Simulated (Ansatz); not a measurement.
Mulliken charges of `S=C[SiH2]S` from ωB97M-V/def2-TZVPP in Ansatz (PBE0-D4/def2-TZVP geometry).

| atom | x (Å) | y (Å) | z (Å) | charge (e) |
| --- | --- | --- | --- | --- |
| S1 | -1.277 | 0.832 | -2.003 | -0.103 |
| C2 | 0.073 | 0.401 | -1.236 | -0.177 |
| Si3 | 0.200 | 0.352 | 0.636 | 0.279 |
| S4 | 0.465 | -1.671 | 1.269 | -0.244 |
| H5 | 0.944 | 0.088 | -1.820 | 0.139 |
| H6 | -1.017 | 0.973 | 1.203 | -0.003 |
| H7 | 1.437 | 1.041 | 1.085 | -0.014 |
| H8 | -0.733 | -2.073 | 0.810 | 0.122 |

Problem. By hand: the dipole of these point charges (1 e Å = 4.8032 D).

Solution. Σ q r = (0.086, 0.091, 0.120) e Å, of length 0.173 e Å = 0.83 D.

Problem. How does the dipole of the full density compare? (Estimate.)

Solution. Computed: (0.099, -0.009, 0.038) e Å, 0.51 D; the point charges give 1.63 times that, at 48° from its direction.

Point charges leave out the atoms' own dipoles, such as those of lone pairs, and Mulliken's split depends on the basis, so the two needn't agree.
